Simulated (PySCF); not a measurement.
Bond length, frequency and bond energy of CsLi by level of theory

State: ¹Σ⁺ (singlet), closed shell. Set-up: Cs def2-TZVP with ECP46, Li def2-TZVP; scalar-relativistic core potentials (PySCF 2.14). De refers to Cs + Li in their ground configurations, without counterpoise correction. A positive dipole means Cs(−)Li(+).

```json
{"Level": "RHF-MP2", "Re (Å)": "3.754", "ωe (cm⁻¹)": "177", "De (eV)": "0.346", "μ (D)": "n/a", "CPU s a point (SCF and correlation, without the integrals)": "0.033"}
{"Level": "RHF-SCS-MP2", "Re (Å)": "3.780", "ωe (cm⁻¹)": "175", "De (eV)": "0.426", "μ (D)": "n/a", "CPU s a point (SCF and correlation, without the integrals)": "n/a"}
{"Level": "RHF-CCSD", "Re (Å)": "3.775", "ωe (cm⁻¹)": "173", "De (eV)": "0.57", "μ (D)": "n/a", "CPU s a point (SCF and correlation, without the integrals)": "n/a"}
{"Level": "RHF-CCSD(T)", "Re (Å)": "3.776", "ωe (cm⁻¹)": "170", "De (eV)": "0.60", "μ (D)": "n/a", "CPU s a point (SCF and correlation, without the integrals)": "0.36"}
{"Level": "PBE", "Re (Å)": "3.739", "ωe (cm⁻¹)": "172", "De (eV)": "0.66", "μ (D)": "-4.18", "CPU s a point (SCF and correlation, without the integrals)": "0.19"}
{"Level": "TPSS", "Re (Å)": "3.803", "ωe (cm⁻¹)": "169", "De (eV)": "0.78", "μ (D)": "-5.43", "CPU s a point (SCF and correlation, without the integrals)": "0.46"}
{"Level": "r²SCAN", "Re (Å)": "3.802", "ωe (cm⁻¹)": "173", "De (eV)": "0.53", "μ (D)": "-5.28", "CPU s a point (SCF and correlation, without the integrals)": "0.27"}
{"Level": "PBE0", "Re (Å)": "3.749", "ωe (cm⁻¹)": "178", "De (eV)": "0.61", "μ (D)": "-5.04", "CPU s a point (SCF and correlation, without the integrals)": "0.34"}
{"Level": "M06-2X", "Re (Å)": "3.646", "ωe (cm⁻¹)": "186", "De (eV)": "0.75", "μ (D)": "-3.87", "CPU s a point (SCF and correlation, without the integrals)": "0.3"}
{"Level": "B2PLYP", "Re (Å)": "3.747", "ωe (cm⁻¹)": "174", "De (eV)": "0.55", "μ (D)": "-5.14", "CPU s a point (SCF and correlation, without the integrals)": "0.16"}
```

Task: Which functional lies closest to RHF-CCSD(T) in De, which farthest, and by how much do they differ from it?

Result: Closest is PBE0 (-2.7 pm in Re, +4.7 % in ωe, +0.01 eV in De against RHF-CCSD(T) in the same basis), farthest TPSS (+2.7 pm in Re, -0.6 % in ωe, +0.18 eV in De). CCSD(T) converges more slowly with the basis than the functionals do and binds too weakly in this one, so the order can change at the basis-set limit.

Task: What does the step from GGA to meta-GGA do here, going from PBE to r²SCAN?

Result: r²SCAN less PBE: +6.3 pm in Re, +0.6 % in ωe, -0.13 eV in De. 

Correlated steps freeze no core orbitals. Closed-shell solutions of metal pairs were not tested for spin polarisation, which can lower them a little. Spin–orbit coupling is left out. Where the molecule has an RHF reference, its open-shell atoms are computed with UHF. B2PLYP dipoles, levels and charges come from its SCF part alone.

The whole job (state search and all levels along the bond) took about 0.64 min on 1 thread of Intel Xeon 6975P-C (shared host), peak memory 0.52 GiB.
